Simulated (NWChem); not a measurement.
Species: C2H4ClFSi; SMILES Cl[SiH2]/C=C\F

```xyz
9

F      0.5025    -2.6986     0.0000
C     -0.7191    -2.1289     0.0000
C     -0.8706    -0.7966     0.0000
Si     0.5899     0.3753     0.0000
Cl    -0.1587     2.3225     0.0000
H     -1.5225    -2.8863     0.0000
H     -1.9015    -0.4080     0.0000
H      1.4397     0.1988    -1.2241
H      1.4397     0.1988     1.2241
```
Atoms are numbered in this order, from 1.

All runs: NWChem. Pople sets run with spherical d functions. Coordinates come from a PBE-D3(BJ)/def2-SVP optimisation.

For level HCTH/407/6-31G*:

- highest occupied level (eV): -6.73
- orbital gap (eV): 5.18

How do the values read with level B3LYP/6-31G* instead?

The highest occupied level (eV) is -7.55 and the orbital gap (eV) is 6.88.
